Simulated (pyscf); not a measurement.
Structures and frequencies: ωB97X-D3(BJ)/def2-SVP in PySCF. Correlated levels are frozen-core, on RHF or UHF. ΔMP2 is the change of the MP2 total energy from the triple- to the quadruple-zeta basis. Singlets are restricted, triplets unrestricted.

Singlet (Å):
```xyz
3

F      0.9116     0.0501     1.0043
Pb    -1.1407    -0.0992     1.0560
H     -1.2099    -1.2939    -0.3638
```

Triplet (Å):
```xyz
3

F      0.5454    -0.0792    -1.6004
Pb     1.4244     0.5469     0.1517
H      0.7811    -0.3493     1.6750
```

Problem. For these two minima of F–PbH:, which spin state lies lower at CCSD(T)/def2-TZVPP + ΔMP2(QZVPP), and by how much (electronic energies)?

Solution. The singlet, by 234.5 kJ/mol. Zero-point energy shifts E(triplet) − E(singlet) by -5.0 kJ/mol. 

E(triplet) − E(singlet) by level (kJ/mol):

```tsv
level	gap
ωB97X-D3(BJ)/def2-TZVP	+243.2
PBE/def2-TZVP	+221.7
r²SCAN/def2-TZVP	+209.9
B3LYP-D3(BJ)/def2-TZVP	+231.3
PBE0-D3(BJ)/def2-TZVP	+221.2
M06-2X/def2-TZVP	+214.4
ωB97M-D3(BJ)/def2-TZVP	+234.6
HF/def2-TZVP	+179.8
MP2/def2-QZVPP	+238.9
CCSD/def2-TZVPP	+232.1
CCSD(T)/def2-TZVPP	+232.0
CCSD(T)/def2-TZVPP + ΔMP2(QZVPP)	+234.5
```

The triplet is the lowest one reached from the SCF start used. The CCSD(T) − MP2 part came from Ansatz, without density fitting, on the same reference. The frozen core leaves the outer d or s,p core shells of the metals and heavy elements correlated in the MP2 and CC values, and def2-TZVPP describes them poorly, which can shift differences by a few kcal/mol. Elements past Kr carry the def2 core potentials, without spin-orbit coupling.
